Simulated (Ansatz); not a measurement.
Relaxation of C$_{2}$H$_{6}$BNSi (11 atoms, charge 0, multiplicity 1), to a largest force component of 0.015 eV/Å in at most 40 steps.

Level of theory: RKS PBE0-D4/STO-3G (Ansatz 0.2.0).

```xyz
11
Properties=species:S:1:pos:R:3:forces:R:3
B 0.255 0.887 1.905 -2.85 -1.46 -1.76
N -0.678 -0.016 1.089 5.09 3.29 0.24
C -0.384 -0.348 -0.270 -1.18 -2.18 -1.69
C -0.631 -1.081 -1.454 -5.19 -1.33 4.02
Si 0.734 -0.159 -1.602 4.91 3.04 -0.84
H -0.079 1.214 3.007 0.12 -0.60 -0.62
H 1.203 1.405 1.414 -0.38 -0.60 -0.05
H -1.489 -0.404 1.524 -2.14 -1.09 0.94
H -1.388 -1.753 -1.894 0.35 0.33 0.60
H 0.559 1.123 -2.275 0.99 -0.26 -0.24
H 1.964 -0.925 -1.425 0.29 0.86 -0.61
```

Q: Where does it end, and by what steps?

A: The run converged. Limits of this set-up: minimal basis. After 7 steps the energy has fallen by 1.514 eV; H9 moved furthest, 0.45 Å.

| step | energy less start (eV) | largest force component (eV/Å) | accepted |
| --- | --- | --- | --- |
| 0 | 0.0000 | 5.188 | yes |
| 1 | -1.2027 | 2.235 | yes |
| 2 | -1.4183 | 1.035 | yes |
| 3 | -1.4921 | 0.368 | yes |
| 4 | -1.5017 | 0.402 | yes |
| 5 | -1.5127 | 0.098 | yes |
| 6 | -1.5137 | 0.037 | yes |
| 7 | -1.5139 | 0.013 | yes |

```xyz
11
Properties=species:S:1:pos:R:3
B 0.121 0.873 1.945
N -0.590 0.037 1.086
C -0.242 -0.279 -0.258
C -0.704 -1.022 -1.268
Si 0.811 -0.152 -1.707
H -0.285 1.039 3.029
H 1.101 1.380 1.555
H -1.467 -0.432 1.405
H -1.540 -1.691 -1.472
H 0.781 1.029 -2.538
H 2.081 -0.838 -1.756
```

Time of the run: 17 s on 1 thread of Intel(R) Xeon(R) Platinum 8488C (Sapphire Rapids), on a shared host, peak memory 0.17 GiB.
